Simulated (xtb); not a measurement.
Cl$_{3}$MoO (SMILES [O]=[Mo]([Cl])([Cl])[Cl]), doublet, from a rough starting geometry (GFN-xTB shapes and energies of metal compounds can be far from the true ones); GFN2-xTB (xtb).

The xtb input:
```
$ xtb mol.xyz --gfn 2 --uhf 1 --opt vtight --json

# file mol.xyz
5

Mo     0.18660638     0.05607246    -0.16982329
O      1.47301766    -0.77176882    -0.78021179
Cl     0.28210886     0.85124505     1.85897040
Cl    -0.77428096     1.49849522    -1.39954846
Cl    -1.13216944    -1.59521524     0.57403063
```

What does xtb print? Leave out banner, timings and long lists.


```
   ID    Z sym.   atoms
    1   42 Mo     1
    2    8 O      2
    3   17 Cl     3-5

           -------------------------------------------------
          |                Calculation Setup                |
           -------------------------------------------------

           -------------------------------------------------
          |                 G F N 2 - x T B                 |
           -------------------------------------------------

          ...................................................
          :                      SETUP                      :
          :.................................................:
          :  # basis functions                  44          :
          :  # atomic orbitals                  40          :
          :  # shells                           14          :
          :  # electrons                        33          :
          :  max. iterations                   250          :
          :  Hamiltonian                  GFN2-xTB          :
          :  restarted?                      false          :
          :  GBSA solvation                  false          :
          :  PC potential                    false          :
          :  electronic temp.          300.0000000     K    :
          :  accuracy                    1.0000000          :
          :  -> integral cutoff          0.2500000E+02      :
          :  -> integral neglect         0.1000000E-07      :
          :  -> SCF convergence          0.1000000E-05 Eh   :
          :  -> wf. convergence          0.1000000E-03 e    :
          :  Broyden damping             0.4000000          :
          :  net charge                          0          :
          :  unpaired electrons                  1          :
          ...................................................

 iter      E             dE          RMSdq      gap      omega  full diag
   1    -19.6249403 -0.196249E+02  0.125E+01    0.88       0.0  T
   2    -19.5938070  0.311333E-01  0.125E+01    0.56       1.0  T
   3    -19.9386233 -0.344816E+00  0.344E+00    0.70       1.0  T
   4    -19.9430184 -0.439507E-02  0.209E+00    0.70       1.0  T
   5    -19.9438309 -0.812567E-03  0.102E+00    0.71       1.0  T
   6    -19.9448743 -0.104337E-02  0.455E-01    0.70       1.0  T
   7    -19.9449953 -0.121007E-03  0.240E-01    0.70       1.0  T
   8    -19.9450235 -0.281467E-04  0.163E-01    0.70       1.0  T
   9    -19.9450539 -0.304460E-04  0.994E-02    0.70       1.0  T
  10    -19.9450721 -0.181464E-04  0.596E-02    0.71       1.0  T
  11    -19.9450745 -0.247380E-05  0.629E-02    0.71       1.0  T
  12    -19.9450767 -0.221408E-05  0.232E-02    0.71       1.9  T
  13    -19.9450773 -0.554573E-06  0.165E-02    0.71       2.7  T
  14    -19.9450778 -0.513132E-06  0.816E-03    0.71       5.5  T
  15    -19.9450779 -0.115082E-06  0.257E-03    0.71      17.4  T
  16    -19.9450779 -0.915758E-08  0.160E-03    0.71      28.0  T
  17    -19.9450779 -0.156162E-08  0.123E-03    0.71      36.5  T
  18    -19.9450779 -0.177252E-09  0.107E-03    0.71      41.7  T
  19    -19.9450779 -0.167168E-08  0.337E-04    0.71     132.8  T
  20    -19.9450779 -0.996323E-10  0.182E-04    0.71     245.7  T

   *** convergence criteria satisfied after 20 iterations ***

         :::::::::::::::::::::::::::::::::::::::::::::::::::::
         ::                     SUMMARY                     ::
         :::::::::::::::::::::::::::::::::::::::::::::::::::::
         :: total energy             -19.906165978152 Eh    ::
         :: gradient norm              0.031948818992 Eh/a0 ::
         :: HOMO-LUMO gap              0.711471884901 eV    ::
         ::.................................................::
         :: SCC energy               -19.945075293163 Eh    ::
         :: -> isotropic ES            0.080181218814 Eh    ::
         :: -> anisotropic ES          0.000267114606 Eh    ::
         :: -> anisotropic XC          0.000062480378 Eh    ::
[...]
 * total energy  :   -19.9075143 Eh     change       -0.1348363E-02 Eh
 * total energy  :   -19.9076103 Eh     change       -0.9596659E-04 Eh
 * total energy  :   -19.9078099 Eh     change       -0.1996146E-03 Eh
 * total energy  :   -19.9078589 Eh     change       -0.4900215E-04 Eh
 * total energy  :   -19.9080078 Eh     change       -0.1488579E-03 Eh
 * total energy  :   -19.9081165 Eh     change       -0.1087320E-03 Eh
 * total energy  :   -19.9082732 Eh     change       -0.1567015E-03 Eh
 * total energy  :   -19.9082758 Eh     change       -0.2592712E-05 Eh
 * total energy  :   -19.9082759 Eh     change       -0.7148272E-07 Eh
 * total energy  :   -19.9082772 Eh     change       -0.1316547E-05 Eh
 * total energy  :   -19.9082773 Eh     change       -0.1203401E-06 Eh
 * total energy  :   -19.9082773 Eh     change       -0.2749363E-07 Eh
   *** GEOMETRY OPTIMIZATION CONVERGED AFTER 13 ITERATIONS ***
         :: total energy             -19.908277344285 Eh    ::
[...]
         7        2.0000           -0.5236396             -14.2490
         8        2.0000           -0.5197646             -14.1435
         9        2.0000           -0.5125686             -13.9477
        10        2.0000           -0.4945111             -13.4563
        11        2.0000           -0.4924388             -13.3999
        12        2.0000           -0.4827681             -13.1368
        13        2.0000           -0.4804013             -13.0724
        14        2.0000           -0.4723378             -12.8530
        15        2.0000           -0.4656866             -12.6720
        16        2.0000           -0.4602334             -12.5236
        17        1.0000           -0.3694474             -10.0532 (HOMO)
        18                         -0.3353571              -9.1255 (LUMO)
        19                         -0.2819486              -7.6722
        20                         -0.2738332              -7.4514
        21                         -0.2507861              -6.8242
        22                         -0.0500998              -1.3633
        23                         -0.0462552              -1.2587
        24                         -0.0454823              -1.2376
        25                         -0.0355979              -0.9687
        26                         -0.0344249              -0.9367
        27                         -0.0133573              -0.3635
        28                         -0.0128747              -0.3503
       ...                                ...                  ...
        40                          0.6306203              17.1601
      -------------------------------------------------------------
                  HL-Gap            0.0340903 Eh            0.9276 eV
             Fermi-level           -0.3836213 Eh          -10.4389 eV

     #   Z          covCN         q      C6AA      α(0)
     1  42 Mo       3.316     0.756   356.927    45.455
     2   8 O        0.804    -0.421    22.131     6.306
     3  17 Cl       0.859    -0.130   103.173    15.539
     4  17 Cl       0.840    -0.074   101.387    15.404
     5  17 Cl       0.859    -0.130   103.173    15.539

 Mol. C6AA /au·bohr⁶  :       2826.786912
 Mol. C8AA /au·bohr⁸  :     170983.672057
 Mol. α(0) /au        :         98.242714

Wiberg/Mayer (AO) data.
largest (>0.10) Wiberg bond orders for each atom

 ---------------------------------------------------------------------------
     #   Z sym  total        # sym  WBO       # sym  WBO       # sym  WBO
 ---------------------------------------------------------------------------
     1  42 Mo   6.115 --     2 O    2.183     4 Cl   1.381     3 Cl   1.275
                             5 Cl   1.275
     2   8 O    2.425 --     1 Mo   2.183
     3  17 Cl   1.486 --     1 Mo   1.275
     4  17 Cl   1.613 --     1 Mo   1.381
     5  17 Cl   1.486 --     1 Mo   1.275
 ---------------------------------------------------------------------------

Topologies differ in total number of bonds
Writing topology from bond orders to xtbtopo.mol

molecular dipole:
                 x           y           z       tot (Debye)
 q only:       -0.646       0.606      -0.255
   full:       -0.996       1.029      -0.555       3.903
molecular quadrupole (traceless):
                xx          xy          yy          xz          yz          zz
 q only:       -1.987       1.621       0.961       1.563      -0.779       1.026
  q+dip:       -2.845       0.455       1.576       2.938      -2.694       1.270
   full:       -2.964       0.642       1.588       2.952      -2.675       1.376

optimized geometry written to: xtbopt.xyz

           -------------------------------------------------
          | TOTAL ENERGY              -19.908277344285 Eh   |
          | GRADIENT NORM               0.000016106111 Eh/α |
          | HOMO-LUMO GAP               0.927644795593 eV   |
           -------------------------------------------------

normal termination of xtb
```
